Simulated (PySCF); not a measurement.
PBE0 on Al- (aluminium, charge -1), [Ne] 3s2 3p2, high-spin 3P determinant. Computed with PySCF 2.14 in def2-TZVPPD, with the non-relativistic Hamiltonian (point nucleus).

```
cycle= 1 E= -242.256724931084  delta_E= -0.00478  |g|= 0.011  |ddm|= 0.11
cycle= 2 E= -242.256848039667  delta_E= -0.000123  |g|= 0.00302  |ddm|= 0.0247
cycle= 3 E= -242.256859118499  delta_E= -1.11e-05  |g|= 0.00085  |ddm|= 0.00637
cycle= 4 E= -242.256860776179  delta_E= -1.66e-06  |g|= 8.78e-05  |ddm|= 0.00241
cycle= 5 E= -242.256860789883  delta_E= -1.37e-08  |g|= 4.27e-05  |ddm|= 0.000334
cycle= 6 E= -242.25686079068  delta_E= -7.97e-10  |g|= 3.41e-06  |ddm|= 8.47e-05
converged SCF energy = -242.25686079068  <S^2> = 2.0073806  2S+1 = 3.0049164
```

Highest occupied orbital energy: 1.617 eV; ⟨L²⟩ = 2.02; populations by l: s 6.00, p 8.00, d 0.00, f 0.00.

Task: Can this result be used?

Result: With care. The calculation finished and met its thresholds. At PBE0 the highest occupied level has a positive energy, so only the finite basis holds that electron; in a semilocal or global hybrid functional this comes from self-interaction and does not mean that the real anion is unbound.
